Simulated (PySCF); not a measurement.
CH₇GeNOSi, SMILES [CH2]1[Ge@@H]([OH])[SiH2]N1.

Geometry optimised at PBE0-D3(BJ)/def2-SVP. The structure was generated by enumeration; whether it is a known compound was not checked. The values are those of a single conformer.

Two levels are set side by side: PBE/def2-TZVP (PySCF) and CAM-B3LYP/def2-TZVP (PySCF). Same geometry, gas phase. Differences are taken from unrounded values.

```
quantity                     CAM-B3LYP
---------------------------  ---------
orbital gap (eV)                  8.93
highest occupied level (eV)      -8.15
lowest empty level (eV)           0.78
dipole moment (D)                 0.97
mean polarisability (bohr³)       78.4
```

**Question.** What does PBE give, and how far is it from CAM-B3LYP? (The exact figures need the calculation; the answer reports its results.)

**Answer.** 
```csv
quantity,PBE,PBE minus CAM-B3LYP
orbital gap (eV),4.44,-4.49
highest occupied level (eV),-5.43,2.72
lowest empty level (eV),-0.99,-1.77
dipole moment (D),0.75,-0.22
mean polarisability (bohr³),82.6,4.2
```

PBE's occupied levels lie high since its potential decays too fast outside the molecule; exact exchange lowers them and widens the gap. PBE's more diffuse valence density responds more strongly to a field. Differences between two approximate levels are no errors against the true value.

Rough cost on one machine, each run with all the roots and properties that it gave: CAM-B3LYP against PBE within a factor of 2.
